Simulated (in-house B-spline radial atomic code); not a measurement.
**Solving the quasi-particle equation for 4p up of Nb8+**

Configuration [Ar] 3d10 4s2 4p3, highest spin, start Hartree-Fock, empty levels kept to 1620 hartree. Computed with an all-electron radial atomic-structure program (B-spline basis): all electrons, scalar-relativistic (spin-free one-electron X2C), finite nucleus, each spin shell either full or empty, empty states to l = 9 with an (l + 1/2)⁻⁴ tail; G0W0 by contour deformation at full frequency.

At the mean-field level ε = -160.621 eV the matrix elements are Σx = -38.422 eV, v_xc = -38.422 eV and Σc(ε) = -0.792 eV, and the slope of the correlation self-energy is dΣc/dω = -0.0216. The quasi-particle energy solves E = ε + Σx − v_xc + Σc(E).

Task: What does the linearised equation give?

Result: Z = 1/(1 − dΣc/dω) = 1/1.0216 = 0.9789. The first-order shift is Σx − v_xc + Σc(ε) = -38.422 − (-38.422) + (-0.792) = -0.792 eV, so E ≈ ε + Z × shift = -160.621 + 0.9789 × (-0.792) = -161.396 eV.

Task: How does that compare with the full solution and with static screening?

Result: Solving the equation at full frequency dependence gives E = -161.396 eV, where Σc = -0.775 eV and the weight is 0.979; the linearised value is off by 1 meV. Leaving Z out would give -161.413 eV. Static COHSEX puts -2.796 eV in place of Σc and gives -163.417 eV, 2.02 eV deeper.
